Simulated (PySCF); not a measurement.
The same groups moved round the core (furan hydroxy+boryl). All species are isolated molecules in the gas phase. One relaxed conformer stands for each flexible species; it need not be the lowest. Strings in code marks are SMILES.

The numbers are results of PBE-D3(BJ)/def2-TZVP // PBE-D3(BJ)/def2-SVP (PySCF), not measurements. Excitations are Tamm–Dancoff values on a coarser integration grid. The basis has no diffuse functions, so Rydberg states are missing or too high.

```
species          S1–T1 gap (TDA) (eV)  HOMO (eV)  S1 oscillator strength
---------------  --------------------  ---------  ----------------------
`c1oc(cc1O)B`                    1.42      -5.76                   0.138
`Bc1oc(O)cc1`                    1.97      -5.67                   0.559
`Bc1ccoc1O`                      1.16      -5.59                   0.078
`o1c(cc(c1)B)O`                  0.98      -5.36                   0.030
`Bc1cocc1O`                      0.58      -5.49                   0.018
`Bc1occc1O`                      1.64      -5.95                   0.095
```
